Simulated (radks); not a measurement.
Cs+, configuration [Xe].

Calculated with a radial shooting solver on a logarithmic mesh with Libxc functionals: non-relativistic Kohn-Sham, exchange-only LDA, spin-polarised, spherical densities, point nucleus; relativity is left out, which matters for an element this heavy.

Energy parts (hartree):
| part | energy |
|---|---|
| total | -7545.1553 |
| kinetic | 7545.1553 |
| electron-nucleus | -17891.1530 |
| Hartree | 2976.0461 |
| exchange | -175.2037 |

Orbitals (lengths in bohr, moments of r in powers of bohr; <r^-3> diverges for s and p1/2; r(90%) holds 90 % of the orbital's charge):
orbital,occ.,eigenvalue (hartree),r(90%),<r^-3>,<r>,<r^4>
1s,2,-1256.819,0.0492,-,0.02765,2.640e-06
2s,2,-192.0836,0.182,-,0.1188,0.0004637
2p,6,-181.0952,0.164,5505,0.1010,0.0003001
3s,2,-39.96557,0.459,-,0.3137,0.01900
3p,6,-35.27989,0.454,1049,0.3037,0.01799
3d,10,-26.53090,0.429,172.5,0.2742,0.01419
4s,2,-7.57993,1.04,-,0.7254,0.5161
4p,6,-5.89373,1.10,215.6,0.7529,0.6277
4d,10,-2.97415,1.26,28.15,0.8329,1.084
5s,2,-1.05151,2.63,-,1.813,20.69
5p,6,-0.64129,3.11,26.28,2.102,40.28

The highest occupied level is 5p at -17.450 eV. The density falls to 0.001 e/bohr^3 at r = 4.09 bohr.
